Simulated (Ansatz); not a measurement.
Diatomic AlH-, multiplicity 4 (an upper state: multiplicity 2 came lower at CCSD(T)/def2-TZVPP on PBE0 minima).

The constants come from a fifth-degree fit in 1/R (seven points, main isotopes). In def2 and cc sets the state is the lowest found near the PBE0 minimum, followed along R.

Cores are frozen in the correlated methods.

The values were computed with Ansatz (Gaussian basis) for Hartree–Fock, density functionals and correlated methods. 

```csv
level,r_e (Å),ω_e (cm⁻¹),ω_e x_e (cm⁻¹)
PBE/def2-TZVPP,1.627,(withheld),38
PBE0/def2-TZVPP,1.616,1736,37
wB97X-V/def2-TZVPP,1.614,1751,36
CCSD/def2-TZVPP,1.612,1763,35
CCSD(T)/def2-TZVPP,(withheld),(withheld),36
```

Q: Fill in the missing entries.

A: 
- CCSD(T)/def2-TZVPP, r_e (Å): 1.615
- CCSD(T)/def2-TZVPP, ω_e (cm⁻¹): 1748
- PBE/def2-TZVPP, ω_e (cm⁻¹): 1680

Ansatz is a quantum-chemistry and plane-wave program.
